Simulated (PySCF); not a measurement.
C₅H₉NSi.
Geometry (PBE0-D3(BJ)/def2-SVP, Å), atoms numbered from 1 in this order:
```
atom  x, y, z in Å
N1     3.4957   -0.0380   -0.5468
C2     2.4287   -0.1678   -0.1129
C3     1.0851   -0.3240    0.4002
C4     0.3828   -1.6321   -0.0270
C5    -1.1095   -1.4805    0.2658
C6    -1.6133   -0.1735   -0.3674
Si7   -0.1710    1.0362   -0.1401
H8     1.1358   -0.2813    1.5029
H9     0.5370   -1.7861   -1.1086
H10    0.8199   -2.5040    0.4843
H11   -1.6719   -2.3563   -0.0947
H12   -1.2576   -1.4435    1.3593
H13   -2.5626    0.1724    0.0674
H14   -1.7856   -0.3114   -1.4480
H15    0.2497    1.7215   -1.3957
H16   -0.3598    2.0459    0.9432
```

Probes without a nucleus sit at each ring's centroid and 1 Å off its mean plane on both sides; NICS is minus the shielding there, NICSzz its component along the normal. Level: GIAO KT3/pcSseg-1 (PySCF, non-relativistic, gas phase) on the PBE0-D3(BJ)/def2-SVP geometry, one conformer.

Ring bond lengths (Å): C3–C4 1.545, C4–C5 1.528, C5–C6 1.537, C6–Si7 1.896, Si7–C3 1.929.

Task: What do the NICS probes read (ppm)?

Result: 
```
           ring                                              type  NICS(0)  NICS(1), two faces  NICS(1)zz, two faces  rms pucker (Å)  centre to ring atoms, mean (Å)
C3–C4–C5–C6–Si7  5-membered ring with Si; formal bonds all single     -5.4         -3.7 / -4.4           -2.1 / -3.3            0.20                            1.40
```

Task: What do they say, and how far can they be read as aromaticity?

Result: 
- C3–C4–C5–C6–Si7: mean NICS(1)zz -2.7 ppm, near zero. C3, C4, C5, C6, Si7 have four or more neighbours; no verdict on aromaticity is drawn.

Task: At the second NICS(1) probe listed for ring C3–C4–C5–C6–Si7, 1 Å off the ring, what do the in-plane components average?

Result: The isotropic value is a third of the trace: (3 × -4.4 − (-3.3))/2 = -5.0 ppm.

Task: List the ring angles.

Result: 
- C3–C4–C5–C6–Si7: C3 102.9°, C4 107.9°, C5 109.0°, C6 104.1°, Si7 94.5°; sum 518.4° against 540° for a flat convex ring.

Task: How shielded are the nuclei of the rings and their hydrogens (means over atoms taken as equivalent)?

Result: 
| atoms | environment | σ isotropic (ppm) | principal values of the symmetric part, first atom (ppm) |
| --- | --- | --- | --- |
| C3 | sp3 carbon bound to silicon | 167.9 | 149.8, 166.0, 187.9 |
| C4 | ring CH2 carbon | 145.0 | 121.4, 152.3, 161.3 |
| C5 | ring CH2 carbon | 151.1 | 129.9, 157.4, 166.0 |
| C6 | sp3 carbon bound to silicon | 171.3 | 155.3, 165.8, 192.9 |
| Si7 | SiH2 silicon | 384.4 | 333.5, 384.1, 435.7 |
| H8 | methine hydrogen | 29.65 | 25.4, 28.0, 35.5 |
| H9 | methylene hydrogen | 29.94 | 25.9, 28.7, 35.2 |
| H10 | methylene hydrogen | 29.00 | 24.2, 27.6, 35.3 |
| H11 | methylene hydrogen | 29.17 | 23.9, 27.2, 36.4 |
| H12 | methylene hydrogen | 30.16 | 25.6, 28.2, 36.6 |
| H13 | methylene hydrogen | 30.23 | 25.7, 27.3, 37.7 |
| H14 | methylene hydrogen | 30.39 | 26.1, 27.6, 37.4 |
| H15 | Si–H hydrogen | 27.13 | 24.0, 25.2, 32.2 |
| H16 | Si–H hydrogen | 27.14 | 23.9, 24.9, 32.7 |

The list is cut; further classes of hydrogen are left out.

Task: How do the values depend on the level or the medium?

Result: 
| level | NICS(0), C3–C4–C5–C6–Si7 | mean NICS(1)zz, C3–C4–C5–C6–Si7 |
| --- | --- | --- |
| KT3/pcSseg-1, gas | -5.4 | -2.7 |
| PBE0/pcSseg-1, gas | -5.7 | -2.6 |
| PBE0/pcSseg-1, IEF-PCM chloroform | -5.8 | -2.6 |

The geometry is the same throughout; the continuum's cavity takes Bondi-type radii × 1.2.
